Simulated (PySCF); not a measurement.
Vertical excitations of a molecule C2H10FNSi2 from TDA-PBE/def2-SVPD run with PySCF 2.14.0, as energy in eV (oscillator strength): 4.97 (0.023), 5.24 (0.002), 5.39 (0.007), 6.03 (0.014), 6.26 (0.014), 6.44 (0.011). Lowest triplet (TDA): 4.92 eV. Coordinates come from a B3LYP-D3(BJ)/def2-SVP optimisation. One conformer was computed; it need not be the lowest.

Task: Which molecule gave these data?
(A) C[Si](C)(F)[SiH2]N
(B) C[Si@H](CF)[SiH2]N
(C) NC[SiH2]C[SiH2]F
(D) C[SiH](C)[Si@@H](N)F

Result: C, NC[SiH2]C[SiH2]F
